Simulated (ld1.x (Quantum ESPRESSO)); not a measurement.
## Configuration tests for thulium (Tm) (RRKJ)

```
Element                 : Tm (Z = 69)
Generator               : ld1.x (Quantum ESPRESSO) 7.5
Type                    : norm-conserving RRKJ (Kleinman–Bylander form)
Functional              : LDA (PZ)
Relativity              : scalar-relativistic
Frozen core             : [Kr] 4d10 4f12
Valence charge          : 11
Reference configuration : 5s2 5p6 5d1 6s1.5 6p0.5
Partial waves           : 5p (bound): rc 1.70 bohr; 5d (bound): rc 2.30 bohr; 5s (bound): rc 1.20 bohr
Local potential         : the s channel
Core correction         : none
rho0                    : 0.001
```

Occupied shells without a wave of their own: 6p, 6s. They enter only through the test configuration that unscreens the potential.

Energies are relative to the spin-unpolarised reference configuration 5s2 5p6 5d1 6s1.5 6p0.5; without spin polarisation the order of configurations can differ from experiment. The frozen-core shift is the all-electron ΔE with the core orbitals held at their reference shape minus the fully relaxed ΔE.

| valence configuration | charge | ΔE all-electron (eV) | error AE − PS (meV) | frozen-core shift (meV) |
| --- | --- | --- | --- | --- |
| 5s2 5p6 5d1 6s2 6p0 | 0 | -1.647 | +20 | -0.2 |
| 5s2 5p6 5d1 6s1 6p0 | +1 | 5.716 | -35 | +3.0 |
| 5s2 5p6 5d0 6s2 6p1 | 0 | -0.302 | +33 | +11 |
| 5s2 5p6 5d1 6s0 6p1 | +1 | 9.883 | -86 | +7.4 |
| 5s2 5p6 5d1 6s1.5 6p0 | +0.5 | 1.337 | -4.4 | +0.6 |

Q: What are ΔE and the potential's error for 5s2 5p6 5d0 6s0 6p0?

A: ΔE = 39.145 eV all-electron; the error (AE − PS) is -212 meV.

Q: What are ΔE and the potential's error for 5s2 5p6 5d1 6s0 6p0?

A: ΔE = 18.938 eV all-electron; the error (AE − PS) is -113 meV.

The 6p, 6s levels have no wave, so the channel is fitted at the deeper level alone: the likely source of the large errors. A variational frozen-core shift is positive and of second order in the change. This column holds negative values, so the frozen-core run of ld1.x carries numerical noise or an error of first order here, and the column gives no more than the rough size of the effect.
